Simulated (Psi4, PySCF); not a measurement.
Conformational energy of SMILES COc1ccc(SC)s1. Scanned: dihedral S9–C6–S7–C8; all other coordinates were relaxed at GFN2-xTB. Points at φ and −φ are mirror images. Heavy atoms are numbered in the order of the SMILES COc1ccc(SC)s1, hydrogens after them in the order of the atoms that carry them; the mirror image has the same energies with the sign of each dihedral reversed.

Computed with: RKS-B3LYP/6-31G* = PySCF 2.14.0 with restricted B3LYP/6-31G*, spherical d, density fitting // GFN2-xTB; PBE-D3(BJ)/def2-SVP // GFN2-xTB (Psi4).

Energies relative to the lowest point of each profile, in kJ/mol:

```
φ / °  RKS-B3LYP/6-31G*
-----  ----------------
-150               13.1
-135               10.2
-120                5.9
-105                2.2
0                  18.1
15                 16.8
45                  8.6
75                  0.6
90                  0.0
105                 2.2
120                 5.9
135                10.2
```

Task: What does PBE-D3(BJ)/def2-SVP give at the same points?

Result: -150: 11.3; -135: 9.5; -120: 6.0; -105: 2.4; 0: 11.7; 15: 10.9; 45: 5.5; 75: 0.0; 90: 0.1; 105: 2.4; 120: 6.0; 135: 9.5 (kJ/mol).
